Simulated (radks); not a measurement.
Valence configurations of Ge I (all share [Ar]). Method: Dirac Kohn-Sham, LDA (Slater exchange, Perdew-Wang correlation), spin-unpolarised, spherical densities, finite nucleus; open shells fill j = l - 1/2 first; Fermi nuclear charge, rms radius 4.0742 fm; computed with a radial shooting solver on a logarithmic mesh with Libxc functionals. Order these by energy: 3d9.5 4s2 4p2.5; 3d8 4s2 4p4; 3d8.5 4s1 4p4.5; 3d10 4s1 4p3; 3d10 4p4; 3d10 4s2 4p2; 3d8.5 4s2 4p3.5; 3d8.5 4s1.5 4p4; 3d10 4s1.5 4p2.5; 3d9 4s2 4p3.

Answer. From the lowest, in eV above it: 3d10 4s2 4p2 0.000; 3d10 4s1.5 4p2.5 4.006; 3d10 4s1 4p3 8.087; 3d9.5 4s2 4p2.5 13.667; 3d10 4p4 16.460; 3d9 4s2 4p3 29.475; 3d8.5 4s2 4p3.5 47.501; 3d8.5 4s1.5 4p4 52.267; 3d8.5 4s1 4p4.5 57.089; 3d8 4s2 4p4 67.818. NIST lists [Ar] 3d10 4s2 4p2 as the ground configuration; this level of theory agrees among the configurations tried. The energies are those of spherical spin-averaged densities, not of single terms.
